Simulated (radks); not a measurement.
Isoelectronic series with 19 electrons, all held in the configuration [Ar] 4s1, which need not be the ground one along the series. All-electron calculation, Dirac Kohn-Sham, LDA (Slater exchange, Perdew-Wang correlation), spin-unpolarised, spherical densities, point nucleus. Program: a radial shooting solver on a logarithmic mesh with Libxc functionals. Total energies (hartree) and mean radii <r> (bohr):

ion    E (hartree)   4s1/2   3p3/2   3p1/2   3s1/2
K       -600.56187   4.902   1.441   1.432   1.270
Ca+     -678.45867   3.562   1.271   1.263   1.157
Sc2+    -761.46499   2.925   1.141   1.134   1.061
Ti3+    -849.57751   2.520   1.037   1.030  0.9801
V4+     -942.80058   2.229  0.9515  0.9449  0.9107
Cr5+   -1041.14241   2.007  0.8799  0.8734  0.8505
Mn6+   -1144.61377   1.830  0.8188  0.8124  0.7978
Fe7+   -1253.22735   1.684  0.7660  0.7596  0.7513
Co8+   -1366.99737   1.562  0.7198  0.7135  0.7100
Ni9+   -1485.93943   1.457  0.6790  0.6727  0.6729
Cu10+  -1610.07031   1.366  0.6428  0.6364  0.6395
Zn11+  -1739.40795   1.287  0.6102  0.6039  0.6093
Ga12+  -1873.97137   1.216  0.5809  0.5745  0.5818
Ge13+  -2013.78064   1.153  0.5543  0.5479  0.5566
As14+  -2158.85688   1.096  0.5301  0.5236  0.5335
Se15+  -2309.22224   1.045  0.5079  0.5013  0.5122
Br16+  -2464.89989  0.9987  0.4876  0.4808  0.4925
Kr17+  -2625.91405  0.9562  0.4688  0.4620  0.4742
Rb18+  -2792.28999  0.9172  0.4514  0.4445  0.4572
Sr19+  -2964.05404  0.8813  0.4352  0.4282  0.4413
Zr21+  -3323.85728  0.8172  0.4062  0.3990  0.4126
Nb22+  -3511.95464  0.7885  0.3930  0.3857  0.3995
